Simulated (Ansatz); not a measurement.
`C[CH](C)[Ga]([OH])[CH](C)C`, charge 0, multiplicity 1.

Task: Give a relaxed structure at PBE0-D4/def2-TZVP (Ansatz 0.2.0). (Best estimate.)

Result: The calculation gave: 
```xyz
23

C    -1.469    0.865   -2.495
C    -1.042   -0.256   -1.557
C    -2.235   -0.851   -0.812
Ga    0.373    0.313   -0.278
O     1.020    1.990   -0.443
C     1.188   -0.624    1.266
C     0.525   -0.143    2.557
C     2.696   -0.405    1.313
H    -2.230    0.520   -3.206
H    -1.905    1.705   -1.946
H    -0.632    1.254   -3.082
H    -0.587   -1.056   -2.156
H    -1.945   -1.682   -0.162
H    -2.732   -0.103   -0.185
H    -2.989   -1.230   -1.512
H     0.627    2.494   -1.158
H     0.985   -1.695    1.153
H    -0.552   -0.337    2.574
H     0.959   -0.648    3.429
H     0.670    0.931    2.703
H     3.204   -0.820    0.438
H     2.941    0.659    1.358
H     3.132   -0.882    2.200
```
This is one stationary point; other conformers may exist.
